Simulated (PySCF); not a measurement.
# S⁺: ionisation energy

S⁺ [Ne] 3s2 3p3 (4S) → S²⁺ [Ne] 3s2 3p2 (3P), as a difference of total energies. All numbers are calculated (PySCF 2.14, the non-relativistic Hamiltonian (point nucleus), in def2-TZVPPD (6s6p4d1f, 51 functions)). Correlated levels: valence and next inner shell: 1s2 frozen. The calculations carry no spin-orbit coupling.

| method | ionisation energy (eV) |
| --- | --- |
| UHF | 22.716 |
| MP2 (valence and next inner shell) | 23.348 |
| SCS-MP2 (valence and next inner shell) | 23.159 |
| CCSD (valence and next inner shell) | 23.269 |
| CCSD(T) (valence and next inner shell) | 23.305 |

Problem. How much does correlation contribute at CCSD(T) (valence and next inner shell)?

Solution. 23.305 − (22.716) = 0.589 eV, measured against UHF.

A first-order spin-orbit estimate (lowest level to lowest level, LS coupling) adds -0.063 eV.

Errors of the correlated levels include the incompleteness of this basis and the frozen core.

For comparison: 23.338 eV (measured; NIST Atomic Spectra Database, ionization energies).
